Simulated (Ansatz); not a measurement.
Stepwise reaction of `C[CH2][Al]([OH])[OH]` with ammonia, as a gas-phase model of exchange steps in deposition or etching. ΔE in kJ/mol; ΔG adds harmonic PBE0-D4 terms to CCSD(T)/CBS, at 1 bar.

Gas-phase electronic energies from Ansatz, PBE0-D4/def2-TZVP geometries. CCSD(T)/CBS is the MP2 limit (def2-TZVPP, def2-QZVPP) plus CCSD(T) − MP2 in def2-TZVPP, frozen cores. This one scheme is used for every species. Functionals use def2-TZVPP. B3LYP here is the variant with VWN-RPA as its local correlation; programs differ in this. Each species was taken in one conformer, which may not be the lowest.

```csv
step,reaction,PBE-D4,B3LYP-D4,ωB97M-V,CCSD(T)/CBS,ΔG(600 K)
1,`C[CH2][Al]([OH])[OH]` + NH₃ → `C[CH2][Al]([NH2])[OH]` + H₂O,48.3,50.6,49.9,47.3,45.4
```

**Question.** Give the row of step 2, `C[CH2][Al]([NH2])[OH]` + NH₃ → `C[CH2][Al]([NH2])[NH2]` + H₂O. (Estimate.)

**Answer.** The calculation gave: 
```
step                                                        reaction  PBE-D4  B3LYP-D4  ωB97M-V  CCSD(T)/CBS  ΔG(600 K)
   2  `C[CH2][Al]([NH2])[OH]` + NH₃ → `C[CH2][Al]([NH2])[NH2]` + H₂O    50.0      52.5     51.8         49.2       43.6
```

**Question.** By hand: ΔE of the 2 steps together at CCSD(T)/CBS.

**Answer.** (47.3) + (49.2) = 96.5 kJ/mol, or 48.2 kJ/mol a step.

In ΔE the steps differ by no more than 1.9 kJ/mol. All are uphill at CCSD(T)/CBS. ΔG lies between 43.6 and 45.4 kJ/mol a step. PBE-D4 differs from CCSD(T)/CBS by 0.8 to 1.0 kJ/mol a step. Isolated molecules leave out the surface, adducts and barriers. Largest T1 diagnostic: 0.011.
